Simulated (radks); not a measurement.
Results of a calculation; reference values are marked as such.
Task: Tb2+, configuration [Xe] 4f9 (the NIST ground configuration). Level of theory: scalar-relativistic Kohn-Sham, LDA (Slater exchange, Perdew-Wang correlation), spin-polarised, spherical densities, point nucleus; open shells are filled with parallel spins first (spin-orbit coupling, left out, can overturn this in heavy ions) (a radial shooting solver on a logarithmic mesh with Libxc functionals). Some entries of the table are withheld. Estimate them.

orbital,occ.,eigenvalue (Ry),<r^2> (bohr^2),<1/r> (bohr^-1)
1s down,1,-3809.241,0.0006323,73.05
1s up,1,-3809.241,0.0006323,73.05
2s up,1,-632.3525,0.009900,16.96
2s down,1,-632.3469,0.009899,16.96
2p up,3,-562.2414,0.007992,15.80
2p down,3,-562.2374,0.007991,15.80
3s up,1,-141.0354,0.06564,6.228
3s down,1,-140.8948,0.06557,6.232
3p up,3,-119.4149,0.06584,5.849
3p down,3,-119.2753,0.06575,5.853
3d up,5,-91.17432,0.05517,5.551
3d down,5,-91.06536,0.05507,5.555
4s up,1,-28.81518,0.3315,2.629
4s down,1,-28.51027,0.3316,2.628
4p up,3,-21.69370,0.3750,2.413
4p down,3,-21.39227,0.3754,2.412
4d up,5,-11.91896,0.4523,2.125
4d down,5,-11.62376,0.4539,2.122
5s up,1,-4.59587,1.957,1.006
5s down,1,-4.44308,2.002,0.9933
5p up,3,-2.90730,(1),0.8422
5p down,3,-2.79381,(2),0.8267
4f up,7,-1.35778,1.031,(3)
4f down,2,-1.10479,1.185,(4)

Result: 
(1) 5p up <r^2> (bohr^2): 2.732
(2) 5p down <r^2> (bohr^2): 2.824
(3) 4f up <1/r> (bohr^-1): 1.527
(4) 4f down <1/r> (bohr^-1): 1.484
